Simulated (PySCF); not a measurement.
Magnetisability: SMILES C/C(=C/CF)[SiH2]O[SiH3], C₄H₁₁FOSi₂

Geometry:
```json
{"atom": "C1", "x (Å)": "-1.631", "y (Å)": "-2.113", "z (Å)": "0.215"}
{"atom": "C2", "x (Å)": "-0.997", "y (Å)": "-0.781", "z (Å)": "-0.060"}
{"atom": "C3", "x (Å)": "-1.565", "y (Å)": "0.330", "z (Å)": "0.398"}
{"atom": "C4", "x (Å)": "-1.055", "y (Å)": "1.718", "z (Å)": "0.200"}
{"atom": "F5", "x (Å)": "-2.108", "y (Å)": "2.587", "z (Å)": "0.000"}
{"atom": "Si6", "x (Å)": "0.600", "y (Å)": "-0.824", "z (Å)": "-1.077"}
{"atom": "O7", "x (Å)": "1.679", "y (Å)": "0.218", "z (Å)": "-0.464"}
{"atom": "Si8", "x (Å)": "2.843", "y (Å)": "0.998", "z (Å)": "0.347"}
{"atom": "H9", "x (Å)": "-1.842", "y (Å)": "-2.622", "z (Å)": "-0.725"}
{"atom": "H10", "x (Å)": "-0.952", "y (Å)": "-2.745", "z (Å)": "0.785"}
{"atom": "H11", "x (Å)": "-2.559", "y (Å)": "-2.006", "z (Å)": "0.772"}
{"atom": "H12", "x (Å)": "-2.483", "y (Å)": "0.288", "z (Å)": "0.976"}
{"atom": "H13", "x (Å)": "-0.531", "y (Å)": "2.080", "z (Å)": "1.095"}
{"atom": "H14", "x (Å)": "-0.401", "y (Å)": "1.805", "z (Å)": "-0.670"}
{"atom": "H15", "x (Å)": "0.381", "y (Å)": "-0.386", "z (Å)": "-2.457"}
{"atom": "H16", "x (Å)": "1.194", "y (Å)": "-2.160", "z (Å)": "-1.004"}
{"atom": "H17", "x (Å)": "3.131", "y (Å)": "0.236", "z (Å)": "1.560"}
{"atom": "H18", "x (Å)": "2.290", "y (Å)": "2.318", "z (Å)": "0.650"}
{"atom": "H19", "x (Å)": "3.996", "y (Å)": "1.068", "z (Å)": "-0.547"}
```

Computed, not measured: GIAO BHandHLYP/pcSseg-1 magnetisability, rotational g tensor and spin-rotation constants, non-relativistic, gas phase (PySCF 2.14.0). Geometry: GFN2-xTB.

Question: How diamagnetic is it, and how anisotropic?

Answer: Isotropic -1287 × 10⁻³⁰ J/T², or -77.5 × 10⁻⁶ cm³/mol; principal values -1457, -1274, -1128 × 10⁻³⁰ J/T², anisotropy 286 × 10⁻³⁰ J/T² (root of half the summed squared differences of the principal values). The susceptibility is in cgs units.

Question: Split it along the inertial axes a, b, c into diamagnetic and paramagnetic parts about the centre of mass, with the quadrupole moment.

Answer: 
```tsv
axis	χ (10⁻⁶ cm³/mol)	diamagnetic (10⁻⁶ cm³/mol)	paramagnetic (10⁻⁶ cm³/mol)	summed x² of all electrons (Å²)	quadrupole Θ (D Å)
a	-77.5	-964.4	886.9	286.1	-0.95
b	-78.0	-1400.2	1322.2	183.4	-0.59
c	-77.0	-1992.2	1915.2	43.9	+1.54
```
Anisotropies 2χaa − χbb − χcc = -0.1 and 2χbb − χaa − χcc = -1.5 × 10⁻⁶ cm³/mol. Θ is traceless in Buckingham's convention.

Question: And the rotational g tensor?

Answer: 
```csv
axis,rotational constant (GHz),g,nuclear part,electronic part
a,1.4410,-0.0265,0.5739,-0.6004
b,0.9246,-0.0169,0.5574,-0.5743
c,0.6285,-0.0122,0.5534,-0.5655
```
Asymmetric top; isotopes 12C, 19F, 1H, 16O, 28Si; no vibrational averaging.
